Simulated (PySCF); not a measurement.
## Radial density of Cl (chlorine, neutral)

PBE, [Ne] 3s2 3p5, 2P determinant. All numbers are calculated (PySCF 2.14, no relativity, point nucleus, in cc-pV(T+d)Z).

```csv
r (bohr),4πr²ρ (e/bohr),4πr²(ρα − ρβ)
0.00190,0.1364,0.0000
0.00319,0.3695,0.0000
0.00537,0.9706,0.0000
0.00903,2.426,0.0000
0.0152,5.570,0.0001
0.0255,11.11,0.0006
0.0430,17.55,0.0032
0.0723,19.23,0.0155
0.122,14.27,0.0571
0.204,15.19,0.1228
0.344,19.10,0.0901
0.579,8.647,0.0070
0.973,3.820,0.3976
1.64,4.110,0.5966
2.75,1.099,0.1646
4.63,0.06048,0.0080
7.79,1.625e-05,0.0000
```
